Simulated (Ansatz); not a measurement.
Molecule: HgH (charge 0, doublet). SMILES: [HgH]

Atoms: Hg1, H2. Bonds: Hg1-H2.

Bond lengths (Å) and angles (degrees) optimised at HF/6-31G* with LANL2DZ past Ar with Ansatz (a program for electronic structure); PBE/6-31G* with LANL2DZ past Ar with Ansatz; B3LYP/LANL2DZ with Ansatz; MP2/6-31G* with LANL2DZ past Ar with Ansatz, each started from the B3LYP-D3(BJ)/def2-TZVP structure (Ansatz) of the last column. A row stands for all coordinates that are equal there. 6-31G* holds six Cartesian d functions.

```
coordinate  HF/6-31G* with LANL2DZ past Ar  PBE/6-31G* with LANL2DZ past Ar  B3LYP/LANL2DZ  MP2/6-31G* with LANL2DZ past Ar  B3LYP-D3(BJ)/def2-TZVP
----------  ------------------------------  -------------------------------  -------------  -------------------------------  ----------------------
Hg1-H2                               1.817                            2.003          1.975                            1.830                   1.797
```

Mean signed difference of all 1 bond lengths from B3LYP-D3(BJ)/def2-TZVP: HF/6-31G* with LANL2DZ past Ar 0.020 Å, PBE/6-31G* with LANL2DZ past Ar 0.206 Å, B3LYP/LANL2DZ 0.178 Å, MP2/6-31G* with LANL2DZ past Ar 0.033 Å.
